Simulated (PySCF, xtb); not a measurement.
B(H)2(SeH) (BH₃Se), SMILES B[SeH].

xtb with GFN2-xTB at its own geometry gives an orbital gap of 3.78 eV and a dipole moment of 1.35 D.

The structure is a stationary point at PBE0-D3(BJ)/def2-TZVP.

Problem. What does CAM-B3LYP/def2-TZVPD (PySCF) give? (Estimate from the structure and the level; the computed values follow.)

Solution. gap 8.77 eV (levels -9.18 and -0.41 eV), dipole 0.63 D.
